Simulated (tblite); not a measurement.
Compound: C₅H₁₄NPSi₂.
Numbering: `[CH2:1]=[CH:2]/[CH:3]=[CH:4]/[CH2:5][N:6]([SiH3:7])[SiH2:8][PH2:9]` (hydrogens: H10, H11 on C1; H12 on C2; H13 on C3; H14 on C4; H15, H16 on C5; H17, H18, H19 on Si7; H20, H21 on Si8; H22, H23 on P9)

Structure used (GFN2-xTB), in Å, numbered top down from 1:
```xyz
23
C5H14NPSi2 angstrom
C     -4.2370   -0.5374   -0.3077
C     -3.0498   -0.0440   -0.6444
C     -1.9568    0.1205    0.2864
C     -0.7571    0.5898   -0.0515
C      0.3977    0.7159    0.8843
N      1.4417   -0.2486    0.5648
Si     1.2214   -1.8526    1.1976
Si     2.5113    0.0847   -0.7554
P      2.4013    2.2807   -1.1727
H     -4.4527   -0.8458    0.7024
H     -5.0320   -0.6532   -1.0239
H     -2.8556    0.2583   -1.6653
H     -2.1548   -0.1595    1.3139
H     -0.5397    0.8614   -1.0775
H      0.0710    0.5580    1.9156
H      0.8201    1.7280    0.8070
H      2.4885   -2.5379    0.9789
H      0.1248   -2.5560    0.5262
H      0.9186   -1.6851    2.6201
H      3.8392   -0.3842   -0.3489
H      2.1168   -0.5874   -2.0041
H      3.2300    2.6636   -0.1340
H      3.4485    2.2579   -2.0728
```

All values are computed: GFN2-xTB (tblite) harmonic vibrations without scaling, gas phase. Errors from tens to a few hundred cm⁻¹ against measured bands are possible. Modes of hydrogen on phosphorus and silicon can be 10 to 20 % off. One conformer, not necessarily the lowest.

Harmonic wavenumbers (cm⁻¹): 26.4, 29.1, 41.2, 86.8, 108.9, 124.5, 141.1, 150.0, 187.7, 203.6, 218.0, 335.0, 386.1, 439.3, 445.6, 495.8, 503.5, 558.3, 576.7, 594.4, 611.3, 659.8, 672.3, 694.6, 732.6, 755.4, 782.7, 793.0, 795.1, 815.1, 883.9, 897.2, 946.3, 982.5, 1000.7, 1033.7, 1100.5, 1133.5, 1147.5, 1178.3, 1213.6, 1245.9, 1278.9, 1295.2, 1322.8, 1412.5, 1468.1, 1666.8, 1680.6, 2164.8, 2219.6, 2228.4, 2248.3, 2308.2, 2313.3, 2398.9, 2866.8, 2948.1, 3041.8, 3049.5, 3062.2, 3099.5, 3130.5.

A = 1226, B = 522.3, C = 399.1 MHz; mass 175.040 u (most abundant isotopes); point group C1, symmetry number 1.

Task: What is the zero-point energy?

Result: ½Σν̃ = 36466 cm⁻¹ = 436.23 kJ/mol.

Task: Give the ideal-gas entropy at 400 K and 1 bar in the rigid-rotor, harmonic-oscillator model (classical rotation).

Result: Translation 179.38, rotation 135.50, vibration 270.47: S = 585.3 J/(mol K).

Task: And Cp and H(400 K) − H(0)?

Result: Cp = 273.81 J/(mol K), of which vibrations give 240.55 (their classical limit is 63 R = 523.8); H(400 K) − H(0) = 65.28 kJ/mol without the zero-point energy, 51.98 from vibrations.

Task: Blend soft modes into free rotors: weight 1/[1 + (100 cm⁻¹/ν̃)⁴] for the oscillator and the rest for a rotor with moment μB/(μ + B), μ = h/(8π²ν), B = 10⁻⁴⁴ kg m². What vibrational entropy results?

Result: 239.59 J/(mol K) in place of 270.47, which changes −T·S at 400 K by +12.35 kJ/mol.

Task: How do the functions run with temperature in this model?

Result: 
```tsv
T (K)	S (J/(mol K))	Cp (J/(mol K))	H − H(0) (kJ/mol)	G − H(0) (kJ/mol)	ln q(vib)
100	344.1	107.9	7.34	-27.07	4.23
200	436.0	164.7	20.91	-66.28	8.76
300	514.0	223.2	40.35	-113.84	12.92
500	651.0	314.9	94.79	-230.72	20.73
800	819.1	399.3	203.07	-452.22	31.34
1000	912.3	435.6	286.76	-625.58	37.70
```

q(vib) and H(0) count from the zero-point level.

Task: What must be added to the electronic energy to get the Gibbs energy at 400 K and 1 bar?

Result: ZPE + [H(400 K) − H(0)] − T·S = 436.23 + 65.28 − 234.14 = 267.37 kJ/mol.

Hindered rotation and anharmonicity are outside this model. Other conformers, if any are populated, would add a mixing term that is left out. The structure is chiral; the term R ln 2 for an equal mix with its mirror image is left out.
